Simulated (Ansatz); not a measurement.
Geometry optimisation, RKS PBE-D4/def2-SVP (Ansatz).

input.yaml

```yaml
crystal:
  periodic: [false, false, false]
  atoms:
    - { symbol: B, position_ang: [-0.052339, -0.295277, -0.117487] }
    - { symbol: H, position_ang: [-0.049381, -0.548362, 1.058869] }
    - { symbol: O, position_ang: [1.035209, -0.425271, -0.919964] }
    - { symbol: H, position_ang: [1.82482, -0.689097, -0.418856] }
    - { symbol: F, position_ang: [-1.2083, 0.035735, -0.696989] }
    - { symbol: S, position_ang: [-0.032165, 2.473467, 1.263466] }
    - { symbol: H, position_ang: [1.21368, 2.373311, 1.804467] }
    - { symbol: H, position_ang: [-0.342424, 1.188795, 1.674693] }
basis:
  gaussian: { orbitals: def2-SVP }
hamiltonian:
  xc: pbe
  dispersion: d4
relax:
  f_tol: 0.03
  max_steps: 50
```

Launched with:

```bash
$ ansatz run input.yaml --threads 1 --pin off --max-ram 2048MiB --backend cpu --events-out ev --progress --plain --runs-dir out
```

Question: Where does it end, and by what steps?

Answer: It converged. The force dipped under the threshold on the way, but the program's further checks kept it going. After 29 steps the energy has fallen by 0.172 eV; H8 moved furthest, 1.32 Å.

```csv
step,energy less start (eV),largest force component (eV/Å),accepted
0,0.0000,0.625,yes
2,-0.0021,1.268,no
4,-0.0826,0.158,yes
6,-0.0983,0.074,yes
8,-0.1082,0.164,yes
10,-0.1005,0.651,no
12,-0.1180,0.209,yes
14,-0.1277,0.237,yes
16,-0.1348,0.123,yes
18,-0.1463,0.392,yes
20,-0.1624,0.153,yes
22,-0.1669,0.049,yes
24,-0.1708,0.078,yes
26,-0.1713,0.021,yes
28,-0.1715,0.048,yes
29,-0.1716,0.019,yes
```

```xyz
8
Properties=species:S:1:pos:R:3
B 0.123 -0.462 0.053
H 0.625 -0.946 1.051
O 0.755 -0.342 -1.140
H 1.687 -0.615 -1.085
F -1.168 -0.095 0.088
S 0.623 2.509 1.333
H 0.342 1.893 2.515
H -0.598 2.172 0.834
```

Whether the end is a true minimum wasn't checked by a vibrational analysis.

Time of the run: 31 s on 1 thread of Intel(R) Xeon(R) 6975P-C (Granite Rapids), with other jobs on the host, peak memory 0.16 GiB.
